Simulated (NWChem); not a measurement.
Si₂H₅, doublet; SMILES [SiH3][SiH2]

```xyz
7

Si     0.0637    -1.2099     0.0000
Si     0.0071     1.1220     0.0000
H     -0.5134    -1.8424     1.2267
H     -0.5134    -1.8424    -1.2267
H      0.7129     1.6262    -1.2172
H      0.7129     1.6262     1.2172
H     -1.3894     1.6641     0.0000
```
Atoms are numbered in this order, from 1.

Geometry: optimised at PBE0/def2-SVP, spin-unrestricted. No stability test was run on the SCF state.

Symmetry labels are those of Cs in the frame above (b1 and b2, or b-type labels, depend on it).

Question: List the 4 lowest vertical excitations from LDA (Slater exchange, VWN5)/def2-SVP, spin-unrestricted, TDA (NWChem).

Answer: 
```tsv
state	energy (eV)	oscillator strength	symmetry of the excitation	<S²>
state 1	3.58	0.004	a'	0.76
state 2	4.31	0.000	a"	0.76
state 3	4.51	0.005	a"	0.76
state 4	4.75	0.013	a'	0.77
```
